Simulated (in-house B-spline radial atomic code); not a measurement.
Whole-atom quantities along the 12-electron series, configuration [Ne] 3s2. Computed with a B-spline radial code for spherical atoms: non-relativistic Hartree-Fock, average of the configuration, point nuclei.

```tsv
ion	Z	E/Z² (Eh)	Σ<r²> (bohr²)	n(0)/Z³ (bohr⁻³)	Lamb diamagnetic shielding (ppm)	repulsion over attraction
Mg	12	-1.3862	29.612	0.63294	708.61	0.16662
Al+	13	-1.43	17.28	0.63896	784.47	0.1587
Si2+	14	?	?	?	?	?
P3+	15	?	?	?	?	?
S4+	16	?	?	?	?	?
Cl5+	17	-1.5654	5.6842	0.65798	1085.55	0.12969
Ar6+	18	-1.5916	4.7141	0.66172	1160.64	0.1237
K7+	19	-1.6155	3.9815	0.66515	1235.7	0.11818
Ca8+	20	-1.6373	3.4124	0.6683	1310.73	0.11309
Sc9+	21	-1.6573	2.9603	0.6712	1385.75	0.10839
Ti10+	22	-1.6757	2.5944	0.67388	1460.76	0.10405
V11+	23	-1.6927	2.2937	0.67637	1535.75	0.10002
```

**Question.** Fill in the row of Si2+.

**Answer.** E/Z² (Eh): -1.4694; Σ<r²> (bohr²): 11.951; n(0)/Z³ (bohr⁻³): 0.64442; Lamb diamagnetic shielding (ppm): 859.94; repulsion over attraction: 0.15076.

**Question.** Fill in the row of P3+.

**Answer.** E/Z² (Eh): -1.5047; Σ<r²> (bohr²): 8.9446; n(0)/Z³ (bohr⁻³): 0.64938; Lamb diamagnetic shielding (ppm): 935.23; repulsion over attraction: 0.14322.

**Question.** Fill in the row of S4+.

**Answer.** E/Z² (Eh): -1.5366; Σ<r²> (bohr²): 7.0172; n(0)/Z³ (bohr⁻³): 0.65388; Lamb diamagnetic shielding (ppm): 1010.42; repulsion over attraction: 0.13619.

**Question.** With what power of Z does the column «Σ<r²> (bohr²)» change over this range?

**Answer.** A fit of the logarithm of its size against log Z from Z = 12 to 23 has slope -3.73. Unscreened non-relativistic hydrogenic orbitals would give -2.
